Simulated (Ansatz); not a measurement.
Mulliken charges of `[CH3][Zn][NH2]` from PBE/def2-TZVPP in Ansatz (PBE0-D4/def2-TZVP geometry).

| atom | x (Å) | y (Å) | z (Å) | charge (e) |
| --- | --- | --- | --- | --- |
| C1 | -0.986 | 1.123 | -0.645 | -0.426 |
| Zn2 | 0.162 | -0.210 | 0.141 | 0.265 |
| N3 | 1.160 | -1.488 | 0.972 | -0.419 |
| H4 | -1.868 | 0.658 | -1.090 | 0.103 |
| H5 | -0.466 | 1.681 | -1.427 | 0.103 |
| H6 | -1.328 | 1.835 | 0.111 | 0.104 |
| H7 | 2.024 | -1.223 | 1.422 | 0.134 |
| H8 | 1.302 | -2.377 | 0.515 | 0.134 |

By hand: the dipole of these point charges (1 e Å = 4.8032 D).

Σ q r = (0.044, 0.039, -0.083) e Å, of length 0.102 e Å = 0.49 D.

How does the dipole of the full density compare? (Best estimate.)

Ansatz gave: (0.097, 0.029, -0.115) e Å, 0.74 D; the point charges give 0.66 times that, at 16° from its direction.

Point charges leave out the atoms' own dipoles, such as those of lone pairs, and Mulliken's split depends on the basis, so the two needn't agree.
